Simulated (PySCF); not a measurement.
# How methods differ on the ionisation energy of Ir⁺

Ir⁺ [Xe] 4f14 5d7 6s1 (5F) → Ir²⁺ [Xe] 4f14 5d7 (4F), as a difference of total energies. All numbers are calculated (PySCF 2.14, scalar relativity through the core potential, in aug-cc-pVDZ-PP with ECP60MDF). Correlated levels: valence: 5s2 5p6 frozen. The calculations carry no spin-orbit coupling.

Question: Order these methods by the ionisation energy they give, lowest first.
A. LDA
B. UHF
C. SCS-MP2 (valence)
D. MP2 (valence)

Answer: B (16.302 eV), C (16.980 eV), D (17.272 eV), A (18.298 eV).

The reference lies between the lowest fine-structure levels, while these numbers refer to the centres of the terms.

Errors of the correlated levels include the incompleteness of this basis and the frozen core.

For comparison: 17 ± 0.3 eV (semi-empirical (NIST evaluation); NIST Atomic Spectra Database, ionization energies).
